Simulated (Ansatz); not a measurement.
Reaction (formal loss of a carbene): `C[CH2][Mg][Br]` → `[CH3][Mg][Br]` + `[CH2]` (triplet)

Computed with Ansatz on PBE0-D4/def2-TZVP structures; ΔE is electronic, products minus reactants. CCSD(T)/CBS is the MP2 limit (def2-TZVPP, def2-QZVPP) plus CCSD(T) − MP2 in def2-TZVPP, frozen cores. This one scheme is used for every species. Functionals use def2-TZVPP. B3LYP here is the variant with VWN-RPA as its local correlation; programs differ in this. Triplets are unrestricted, without spin–orbit coupling. For Br, Mg outer-core shells are correlated without core-valence functions, which leaves a few kJ/mol of doubt a bond. Scalar relativity is left out up to krypton. One conformer a species, not always the lowest.

`C[CH2][Mg][Br]`:

Cartesian coordinates in Å:
```
C -0.616 0.975 -0.436
C -0.370 -0.518 -0.212
Mg 1.329 -1.016 0.891
Br 3.243 -1.568 2.135
H 0.207 1.451 -0.976
H -1.525 1.160 -1.021
H -0.732 1.519 0.505
H -1.234 -0.968 0.292
H -0.301 -1.035 -1.177
```

`[CH3][Mg][Br]`:

```xyz
6

C     0.409    0.249    0.739
Mg   -0.551   -0.336   -0.996
Br   -1.641   -1.000   -2.964
H    -0.297    0.660    1.467
H     1.160    1.019    0.539
H     0.920   -0.592    1.215
```

`[CH2]` (triplet):

```xyz
3

C     0.093   -0.255   -0.051
H    -0.198    0.266   -0.950
H     0.105   -0.011    1.000
```

Question: Is it downhill or uphill in electronic energy at CCSD(T)/CBS, and by how much? (Estimate.)

Answer: The calculation gave: Uphill: ΔE = +411.6 kJ/mol.

Question: What do these levels give: revPBE-D4, BLYP-D4, B3LYP-D4, CAM-B3LYP-D4, r2SCAN, PBE0, B3LYP, RPA@PBE/def2-TZVPP, HF/def2-SVP, MP2/def2-SVP, CCSD(T)/def2-SVP, HF/def2-TZVPP? (Best estimate.)

Answer: Ansatz gave: revPBE-D4 405.5, BLYP-D4 404.3, B3LYP-D4 403.9, CAM-B3LYP-D4 407.5, r2SCAN 385.5, PBE0 405.2, B3LYP 396.0, RPA@PBE/def2-TZVPP 397.1, HF/def2-SVP 274.8, MP2/def2-SVP 407.4, CCSD(T)/def2-SVP 399.5, HF/def2-TZVPP 265.0 kJ/mol.

Largest T1 diagnostic among the species: 0.011.

At CCSD(T), def2-SVP lies −12.0 kJ/mol from the extrapolated value and def2-TZVPP −10.4 kJ/mol. From PBE to PBE0 (25 % exact exchange), in def2-TZVPP and without D4, ΔE moves by −8.5 kJ/mol. Leaving LDA and LC-ωPBE aside and taking each functional with its dispersion term where it has one, the values, not all of them listed here, spread over 38.1 kJ/mol, from r2SCAN0-D4 to ωB97X-V. LDA lies +70.2 kJ/mol from PBE without D4.
